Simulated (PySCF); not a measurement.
C6H10O, charge +1, doublet, geometry from GFN2-xTB (a state made from the parent by changing its charge; the spin is typed, not shown lowest), with bond 17-7 at 1.6 times its length; DF-BLYP/6-31G** in PySCF.

Input for PySCF:
```python
from pyscf import gto, scf, dft

mol = gto.M(
    atom='''
O     2.284579    0.402063   -0.048601
C     1.149213    0.222098    0.199064
C     0.087086    1.327827    0.283926
C    -1.138626    0.993989   -0.527222
C    -1.774425   -0.323811   -0.092098
C    -0.713115   -1.398146   -0.314805
C     0.527580   -1.148540    0.503822
H    -0.158391    1.427635    1.345339
H     0.571154    2.241566   -0.070569
H    -1.879781    1.788107   -0.367779
H    -0.905391    0.985460   -1.594551
H    -2.658391   -0.534295   -0.691714
H    -2.069929   -0.283281    0.956283
H    -1.142226   -2.358281    0.000413
H    -0.464562   -1.492791   -1.374487
H     1.305663   -1.887693    0.296101
H     0.161769   -1.140367    2.215538
''',
    basis='6-31g**',
    charge=1,
    spin=1,
    verbose=4,
)

mf = dft.UKS(mol)
mf.xc = 'blyp'
mf.conv_tol_grad = 1e-7
mf = mf.density_fit(auxbasis='def2-universal-jkfit')
mf.kernel()
mf.analyze()
```

Output, abridged:

```
PySCF version 2.14.0

[INPUT] verbose = 4
[INPUT] num. atoms = 17
[INPUT] num. electrons = 53
[INPUT] charge = 1
[INPUT] spin (= nelec alpha-beta = 2S) = 1
[INPUT] symmetry False subgroup None
[INPUT] Mole.unit = angstrom
[INPUT] Symbol           X                Y                Z      unit          X                Y                Z       unit  Magmom
[...]
nuclear repulsion = 309.638716238154
number of shells = 72
number of NR pGTOs = 259
number of NR cGTOs = 148
basis = 6-31g**
ecp = {}

******** <class 'pyscf.df.df_jk.DFUKS'> ********
method = DFUKS
initial guess = minao
damping factor = 0
level_shift factor = 0
DIIS = <class 'pyscf.scf.diis.CDIIS'>
diis_start_cycle = 1
diis_space = 8
diis_damp = 0
SCF conv_tol = 1e-09
SCF conv_tol_grad = 1e-07
SCF max_cycles = 50
direct_scf = False
number electrons alpha = 27  beta = 26
XC library pyscf.dft.libxc version 7.1.2
    S. Lehtola, C. Steigemann, M. J. T. Oliveira, and M. A. L. Marques,  SoftwareX 7, 1–5 (2018)
XC functionals = blyp
    A. D. Becke,  Phys. Rev. A 38, 3098 (1988)
    C. Lee, W. Yang, and R. G. Parr,  Phys. Rev. B 37, 785 (1988)
    B. Miehlich, A. Savin, H. Stoll, and H. Preuss,  Chem. Phys. Lett. 157, 200 (1989)
radial grids:
    Treutler-Ahlrichs [JCP 102, 346 (1995); DOI:10.1063/1.469408] (M4) radial grids

becke partition: Becke, JCP 88, 2547 (1988); DOI:10.1063/1.454033
pruning grids: <function nwchem_prune>
grids dens level: 3
symmetrized grids: False
atomic radii adjust function: <function treutler_atomic_radii_adjust>
small_rho_cutoff = 0
tot grids = 196872
init E= -310.164558919704

cycle= 1 E= -309.122729575905  delta_E= 1.04  |g|= 0.643  |ddm|= 2.67
cycle= 2 E= -306.758626664029  delta_E= 2.36  |g|= 1.99  |ddm|= 2.26
cycle= 3 E= -309.049026715641  delta_E= -2.29  |g|= 0.67  |ddm|= 2.14
cycle= 4 E= -309.328830225324  delta_E= -0.28  |g|= 0.18  |ddm|= 0.934
cycle= 5 E= -309.338883218426  delta_E= -0.0101  |g|= 0.118  |ddm|= 0.28
cycle= 6 E= -309.343906048269  delta_E= -0.00502  |g|= 0.0657  |ddm|= 0.164
cycle= 7 E= -309.346506351721  delta_E= -0.0026  |g|= 0.0262  |ddm|= 0.0706
cycle= 8 E= -309.346858939334  delta_E= -0.000353  |g|= 0.0081  |ddm|= 0.0317
cycle= 9 E= -309.346892738311  delta_E= -3.38e-05  |g|= 0.00305  |ddm|= 0.0106
cycle= 10 E= -309.346898369911  delta_E= -5.63e-06  |g|= 0.00148  |ddm|= 0.005
cycle= 11 E= -309.34690058706  delta_E= -2.22e-06  |g|= 0.000601  |ddm|= 0.00273
cycle= 12 E= -309.3469017195  delta_E= -1.13e-06  |g|= 0.000353  |ddm|= 0.00222
[...]
converged SCF energy = -309.346902284786  <S^2> = 0.75188911  2S+1 = 2.0018882
Total Energy =                        -309.346902284786381
[...]
spin_pop of  14 H 2py       0.00000
spin_pop of  14 H 2pz       0.00000
spin_pop of  15 H 1s        0.01149
spin_pop of  15 H 2s        0.00019
spin_pop of  15 H 2px       0.00000
spin_pop of  15 H 2py      -0.00002
spin_pop of  15 H 2pz       0.00000
spin_pop of  16 H 1s        0.02997
spin_pop of  16 H 2s        0.00003
spin_pop of  16 H 2px      -0.00000
spin_pop of  16 H 2py      -0.00000
spin_pop of  16 H 2pz      -0.00001
 ** Mulliken Spin Density (per atom)  **
spin density of  0 O =      0.46478
spin density of  1 C =      0.02301
spin density of  2 C =      0.13031
spin density of  3 C =      0.04038
spin density of  4 C =      0.02706
spin density of  5 C =      0.03919
spin density of  6 C =      0.12798
spin density of  7 H =      0.00174
spin density of  8 H =      0.01057
spin density of  9 H =      0.04561
spin density of  10 H =      0.00307
spin density of  11 H =     -0.00109
spin density of  12 H =     -0.00094
spin density of  13 H =      0.04455
spin density of  14 H =      0.00211
spin density of  15 H =      0.01167
spin density of  16 H =      0.02999
 ** Mulliken pop alpha/beta on meta-lowdin orthogonal AOs **
 ** Mulliken pop       alpha | beta **
In total            27.00000 | 26.00000
 ** Mulliken atomic charges   ( Nelec_alpha | Nelec_beta ) **
charge of  0O =     -0.07176  (     4.26827      3.80349 )
charge of  1C =      0.39187  (     2.81557      2.79256 )
charge of  2C =     -0.17544  (     3.15287      3.02257 )
charge of  3C =     -0.16104  (     3.10071      3.06033 )
charge of  4C =     -0.17095  (     3.09900      3.07194 )
charge of  5C =     -0.16315  (     3.10117      3.06198 )
charge of  6C =     -0.10518  (     3.11658      2.98860 )
charge of  7H =      0.16256  (     0.41959      0.41785 )
charge of  8H =      0.16151  (     0.42453      0.41396 )
charge of  9H =      0.16861  (     0.43850      0.39289 )
charge of  10H =      0.12850  (     0.43729      0.43422 )
charge of  11H =      0.13838  (     0.43027      0.43135 )
charge of  12H =      0.11800  (     0.44053      0.44147 )
charge of  13H =      0.17395  (     0.43530      0.39075 )
charge of  14H =      0.14081  (     0.43065      0.42854 )
charge of  15H =      0.16673  (     0.42247      0.41080 )
charge of  16H =      0.09660  (     0.46670      0.43670 )

WARN: System has nonzero charge 1; the dipole moment is origin-dependent.
Location of origin: [0. 0. 0.]

Dipole moment(X, Y, Z, Debye): -1.13535, -0.35528,  0.77402
```
